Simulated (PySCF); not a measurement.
# State search for InCl⁺

Unrestricted PBE0; basis In def2-TZVPPD with ECP28, Cl def2-TZVPPD; scalar-relativistic core potentials; PySCF 2.14. Outer shells of the fragments: In+ 4d10 5s2; Cl 3s2 3p5.

Followed along the bond (rough minima from three points):

| 2Ms+1 | unpaired | ⟨S²⟩ at the start | R at minimum (Å) | Te (eV) |
| --- | --- | --- | --- | --- |
| 2 | σ ↑ | 0.76 | 2.31 | 0.00 |
| 2 | π ↑ | 0.75 | 3.17 | 0.52 |
| 4 | σ ↑, π ↑↑ | 3.76 | 2.65 | 5.10 |

Solutions found at the starting distance of 2.460 Å, counted from the lowest of them; the search is not exhaustive and high or unbound solutions are not listed, so other states can lie among these:

```
2Ms+1   unpaired   term  E (eV)  ⟨S²⟩  ⟨Lz²⟩  μ (D)
    2        σ ↑    ²Σ⁺    0.00  0.76   0.00  -3.07
    2        π ↑     ²Π    1.02  0.75   1.01   1.16
    2        π ↑     ²Π    4.93  0.89   1.00  -2.22
    4  σ ↑, π ↑↑  mixed    5.07  3.76   2.01   1.49
    4  σ ↑, π ↑↑  mixed    5.20  3.76   2.01   1.57
    4  σ ↑↑, π ↑     ⁴Π    6.71  3.76   1.00   0.25
    4  σ ↑↑, π ↑     ⁴Π    6.81  3.75   1.01   2.06
    4      σ ↑↑↑    ⁴Σ⁺    8.42  3.76   0.00   0.59
```

A term symbol is given only where ⟨S²⟩ and ⟨Lz²⟩ are close to those of a pure state; real π, δ and φ orbitals otherwise mix terms. A positive dipole points towards Cl; it is taken about the centre of mass and depends on that origin.

Problem. Compare the gap between the two lowest followed solutions at the starting distance with the gap between their minima.

Solution. At PBE0 the second solution (doublet, unpaired electrons π ↑) lies +1.02 eV from the first (doublet, unpaired electrons σ ↑) at 2.460 Å and +0.52 eV at the minima; the two curves relax by different amounts, since their minima lie near 3.17 and 2.31 Å.

Spin–orbit coupling is left out. Counting both spins, an empty level lies below a filled one in some of these solutions, because spin and occupation are held.
